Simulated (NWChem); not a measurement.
System meant: CH₃FOSi, singlet; SMILES CO[Si]F

Here is an NWChem input.

```
start job
memory heap 200 mb stack 900 mb global 1100 mb
geometry units angstroms noautosym nocenter noautoz
  Si     0.647402    -0.845201     0.000266
  F     -0.957986    -1.212780    -0.000099
  O      0.591616     0.805225     0.000030
  C     -0.477025     1.721982    -0.000954
  H     -1.452434     1.210777     0.002463
  H     -0.406518     2.367963     0.888180
  H     -0.409974     2.362279    -0.894449
end
basis spherical
  Si library def2-svp
  F library def2-svp
  O library def2-svp
  C library def2-svp
  H library def2-svp
end
dft
  xc xtpss03 ctpss03
  iterations 150
end
property
  shielding 6 1 2 3 4 5 6
end
task dft property
```

End of the output:

```
 Vector   23  Occ=0.000000D+00  E= 4.697844D-02
              MO Center= -1.1D-01,  5.6D-01, -1.4D-03, r^2= 5.3D+00
   Bfn.  Coefficient  Atom+Function         Bfn.  Coefficient  Atom+Function
  ----- ------------  ---------------      ----- ------------  ---------------
    49      1.470824  4 C  s                 67     -0.732495  6 H  s
    72     -0.735191  7 H  s                  4     -0.696921  1 Si s
    12     -0.662908  1 Si py                62     -0.583188  5 H  s
    35      0.534234  3 O  s                 11      0.444833  1 Si px
    53     -0.315364  4 C  px                21      0.280121  2 F  s

 center of mass
 --------------
 x =   0.03304824 y =  -0.17338945 z =  -0.00022395

 moments of inertia (a.u.)
 ------------------
         384.175673910717          -3.333513425449          -0.052154244897
          -3.333513425449         148.306339793571           0.110757883030
          -0.052154244897           0.110757883030         521.044937393772

     Multipole analysis of the density
     ---------------------------------

     L   x y z        total         alpha         beta         nuclear
     -   - - -        -----         -----         ----         -------
     0   0 0 0     -0.000000    -20.000000    -20.000000     40.000000

     1   1 0 0     -0.202441     -0.142422     -0.142422      0.082403
     1   0 1 0      0.561393      0.311993      0.311993     -0.062593
     1   0 0 1     -0.000555      0.005824      0.005824     -0.012202

     2   2 0 0    -24.039397    -49.044026    -49.044026     74.048656
     2   1 1 0     -1.549260      2.816640      2.816640     -7.182539
     2   1 0 1     -0.000378     -0.014829     -0.014829      0.029280
     2   0 2 0    -21.572284   -115.901574   -115.901574    210.230864
     2   0 1 1     -0.001098      0.032499      0.032499     -0.066096
     2   0 0 2    -20.592386    -13.133252    -13.133252      5.674119

          -----------------------------------------
          Chemical Shielding Tensors (GIAO, in ppm)
          -----------------------------------------

 ------------------------------------------------------------------------
  xtpss03: d2 not coded                    0
 ------------------------------------------------------------------------
 ------------------------------------------------------------------------
  current input line :
    26: task dft property
 ------------------------------------------------------------------------
 ------------------------------------------------------------------------
 This error has not yet been assigned to a category
 ------------------------------------------------------------------------
 For more information see the NWChem manual at https://nwchemgit.github.io

0: xtpss03: d2 not coded:Received an Error in Communication
```

Q: What is wrong, and how is it mended?

A: The program stopped with an error. Cause: this functional's second derivatives, which shieldings need, aren't coded here; the fix takes a hybrid GGA instead. This input runs:
```
start job
memory heap 200 mb stack 900 mb global 1100 mb
geometry units angstroms noautosym nocenter noautoz
  Si     0.647402    -0.845201     0.000266
  F     -0.957986    -1.212780    -0.000099
  O      0.591616     0.805225     0.000030
  C     -0.477025     1.721982    -0.000954
  H     -1.452434     1.210777     0.002463
  H     -0.406518     2.367963     0.888180
  H     -0.409974     2.362279    -0.894449
end
basis spherical
  Si library def2-svp
  F library def2-svp
  O library def2-svp
  C library def2-svp
  H library def2-svp
end
dft
  xc pbe0
  iterations 150
end
property
  shielding 6 1 2 3 4 5 6
end
task dft property
```
It converges to -503.92333 Ha (PBE0/def2-SVP, GIAO).
